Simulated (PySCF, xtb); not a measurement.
BiFBr2, SMILES [F][Bi]([Br])[Br].

Harmonic wavenumbers (cm⁻¹) from GFN2-xTB (xtb) at its own minimum, in rising order: 68, 106, 117, 207, 230, 395.

What does B3LYP-D3(BJ)/def2-SVP run with PySCF give at its own minimum? (Estimate from the structure and the level; the computed values follow.)

65, 121, 123, 220, 224, 576. Paired by order, the mean absolute difference is 37 cm⁻¹ and the zero-point energies are 1.6 and 1.9 kcal/mol.
